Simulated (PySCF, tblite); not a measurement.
Structures optimised with GFN2-xTB, isolated species. One conformer each, none proved a minimum here. Atom numbers follow the mapped SMILES.

Problem. Order the C–O distances, shortest first.
A. O2–C3 in `[CH3:1][O:2][CH2:3][O:4][C@H:5]([F:6])[C:7]([F:8])([F:9])[F:10]` with C1–O2–C3–O4 -70°, O2–C3–O4–C5 -63°, C3–O4–C5–F6 -82°
B. C7–O9 in `[CH3:1][C:2]1=[CH:3][CH2:4][CH:5]=[C:6]([C:7]([NH2:8])=[O:9])[CH2:10]1` with C5–C6–C7–N8 176°, C6–C7–N8–H -5° and -178°
C. O1–C2 in `[O:1]=[C:2]([O-:3])[c:4]1[cH:5][cH:6][c:7]2[c:8]([cH:9]1)[CH2:10]2` (charge -1)

Solution. B (1.216 Å), C (1.239 Å), A (1.376 Å).

- 1.216 Å: drawn double, amide carbonyl carbon to amide oxygen
- 1.239 Å: drawn double in one of several resonance forms, carboxylate oxygen to carboxylate carbon
- 1.376 Å: drawn single, ether oxygen to sp3 carbon bearing two oxygens

Problem. Order the C–N distances, shortest first.
A. N4–C5 in `[CH2:1]=[CH:2][c:3]1[n:4][cH:5][cH:6][n:7][c:8]1[F:9]` with C1–C2–C3–N4 0°
B. C6–N7 in `[CH3:1][CH2:2][CH2:3][c:4]1[cH:5][cH:6][n:7][s:8]1` with C1–C2–C3–C4 -65°, C2–C3–C4–C5 -76°
C. C7–N8 in `[CH3:1][C:2]1=[CH:3][CH2:4][CH:5]=[C:6]([C:7]([NH2:8])=[O:9])[CH2:10]1` with C5–C6–C7–N8 176°, C6–C7–N8–H -5° and -178°

Solution. B (1.306 Å), A (1.322 Å), C (1.359 Å).

- 1.306 Å: aromatic, aromatic CH next to a ring nitrogen to pyridine-type nitrogen, in a 5-membered ring
- 1.322 Å: aromatic, pyridine-type nitrogen to aromatic CH next to a ring nitrogen, in a 6-membered ring
- 1.359 Å: drawn single, amide carbonyl carbon to amide nitrogen

Problem. Order these C–C–C angles, narrowest first.
A. C8–C7–C10 in `[O:1]=[C:2]([O-:3])[c:4]1[cH:5][cH:6][c:7]2[c:8]([cH:9]1)[CH2:10]2` (charge -1)
B. C3–C2–C10 in `[CH3:1][C:2]1=[CH:3][CH2:4][CH:5]=[C:6]([C:7]([NH2:8])=[O:9])[CH2:10]1` with C5–C6–C7–N8 176°, C6–C7–N8–H -5° and -178°
C. C2–C5–C6 in `[CH3:1][C:2]([CH3:3])([CH3:4])[C@@H:5]1[CH2:6][C@@H:7]1[F:8]`
D. C3–C4–C5 in `[CH:1]#[C:2]/[CH:3]=[C:4](/[C:5]#[CH:6])[SiH2:7][F:8]` with C3–C4–Si7–F8 -140°
E. C1–C2–C3 in `[CH3:1][CH2:2][CH2:3][c:4]1[cH:5][cH:6][n:7][s:8]1` with C1–C2–C3–C4 -65°, C2–C3–C4–C5 -76°

Solution. A (62.6°), E (112.2°), D (119.3°), B (122.8°), C (124.4°).

These are computed values.
